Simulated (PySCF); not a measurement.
## Two-component Hartree-Fock for Pr⁵⁰⁺ (praseodymium, charge +50)

Start: [He] 2s2 2p5; 2p1/2 filled at m_j = -1/2, +1/2; 2p3/2 filled at m_j = -1/2, +1/2, +3/2. Calculated with PySCF 2.14 in an even-tempered Gaussian basis (17 s from 30 bohr⁻², ratio 2.4; 13 p from 38 bohr⁻², ratio 2.4; 5 d from 140 bohr⁻², ratio 2.6; 4 f from 210 bohr⁻², ratio 2.6): generalised Hartree-Fock with the X2C-1e Hamiltonian and a Gaussian nucleus; one run each with spin-orbit coupling (SO) switched off, then screened by Boettger's factors.

```csv
spinor shell,electrons,"ε, spin-free (eV)","ε, screened SO (eV)",weight of nominal j (screened SO),"rms radius, screened SO (bohr)"
1s1/2,2,-46138.1,-46126.9,1.000,0.0274
2s1/2,2,-10467.5,-10464.3,1.000,0.109
2p1/2,2,-9807.4,-10159.3,0.999,0.0928
2p3/2,3,-9807.4,-9650.8,1.000,0.0982
```

| quantity | spin-free | screened SO |
| --- | --- | --- |
| E (hartree) | -6385.13101 | -6394.26702 |
| M_J | 3/2 | 3/2 |
| ⟨J²⟩ | 3.750 | 3.750 |
| ⟨L²⟩ | 2.000 | 2.009 |
| ⟨S²⟩ | 0.750 | 0.759 |

Each row is a mean over spinors that exchange with the open shell spreads, by up to 49.071 eV (2s1/2).

Breit and QED terms are absent; they matter most for the inner s and p1/2 levels.

Densities and radii are taken from the X2C orbitals without a picture-change correction, which distorts them close to the nucleus.

Without spin-orbit coupling the j labels of p, d and f shells carry no meaning; the spin-free column gives the mean over the occupied spinors of each nl shell.
